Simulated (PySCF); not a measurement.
Ca (calcium, neutral): UHF calculation

Configuration: [Ar] 4p2, high-spin 3P determinant (an excited configuration). All numbers are calculated (PySCF 2.14, the spin-free X2C one-electron Hamiltonian (Gaussian nucleus), in aug-cc-pwCVQZ-X2C).

- Total energy: -679.483376 hartree
- One-electron energy: -928.4555 hartree
- Hartree (Coulomb) energy: 284.3983 hartree
- Exchange energy: -35.4262 hartree
- ⟨S²⟩: 2.0000
- ⟨L²⟩: 2.000
- Sum of ⟨r⟩: 23.09 bohr
- Sum of ⟨r²⟩: 76.67 bohr²
- Traceless quadrupole moment −½Σ⟨3z² − r²⟩ along its main axis: 12.2 e·bohr²
- Langevin diamagnetic susceptibility: -60.7 ×10⁻⁶ cm³/mol

```tsv
shell	electrons	mean orbital energy (eV)	spread (eV)	rms radius, mean of both spins (bohr)
1s α	1	-4087.4	0	0.0888
1s β	1	-4087.3	0	0.0888
2s α	1	-464.14	0	0.393
2s β	1	-464.10	0	0.393
2p α	3	-373.72	0.040	0.362
2p β	3	-373.64	0.048	0.362
3s α	1	-64.034	0	1.24
3s β	1	-63.854	0	1.24
3p α	3	-39.078	0.035	1.37
3p β	3	-38.879	0.207	1.37
4p α	2	-4.041	0	5.53
```

Densities and radii are taken from the X2C orbitals without a picture-change correction, which distorts them close to the nucleus.

Spin-orbit constants ζ (cm⁻¹) from the X2C one-electron operator on these orbitals: bare nucleus, nucleus screened by l(l+1)(2l+1)/3 electrons, and screened by the Breit-Pauli mean field of the electrons.

```json
{"shell": "2p", "bare": "21480", "screened nucleus": "19330", "mean field": "n/a"}
{"shell": "3p", "bare": "2112", "screened nucleus": "1901", "mean field": "n/a"}
{"shell": "4p", "bare": "83.57", "screened nucleus": "75.22", "mean field": "n/a"}
```

To first order the Landé constant is A = 37.61 cm⁻¹, so the lowest level has J = 0 and lies 0.00933 eV below the centre of the term. This holds in LS coupling only.
